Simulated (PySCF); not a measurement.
An equivalent PySCF input for S⁺ (sulfur, charge +1), [Ne] 3s2 3p3, high-spin 4S determinant, with no relativity, point nucleus:

```python
from pyscf import gto, scf, dft, mp, cc
import basis_set_exchange as bse
mol = gto.M(atom="S 0 0 0", charge=1, spin=3, symmetry="D2h",
            basis=gto.basis.parse(bse.get_basis("def2-TZVP", elements=["S"], fmt="nwchem", header=False)))
mf = dft.UKS(mol, xc="B3LYP")
mf.irrep_nelec = {'Ag': (3, 3), 'B1u': (2, 1), 'B2u': (2, 1), 'B3u': (2, 1)}
mf.kernel()
```

It reaches the same state as the run whose output follows, with an energy that differs only through the grid. The run itself started from symmetry-adapted Hartree-Fock orbitals and held the occupation by maximum overlap, on a logarithmic radial grid, so the iterations belong to that start.

```
SCF conv_tol = 1e-09
number electrons alpha = 9  beta = 6
XC functionals = B3LYP
    P. J. Stephens, F. J. Devlin, C. F. Chabalowski, and M. J. Frisch.,  J. Phys. Chem. 98, 11623 (1994)
cycle= 1 E= -397.744806750529  delta_E= -0.00517  |g|= 0.00874  |ddm|= 0.0915
cycle= 2 E= -397.744836228433  delta_E= -2.95e-05  |g|= 0.00235  |ddm|= 0.0171
cycle= 3 E= -397.744838568013  delta_E= -2.34e-06  |g|= 0.000818  |ddm|= 0.00444
cycle= 4 E= -397.744838658688  delta_E= -9.07e-08  |g|= 2.85e-05  |ddm|= 0.000526
cycle= 5 E= -397.744838658808  delta_E= -1.21e-10  |g|= 8.12e-07  |ddm|= 2.18e-05
converged SCF energy = -397.744838658808  <S^2> = 3.7503846  2S+1 = 4.0001923
```
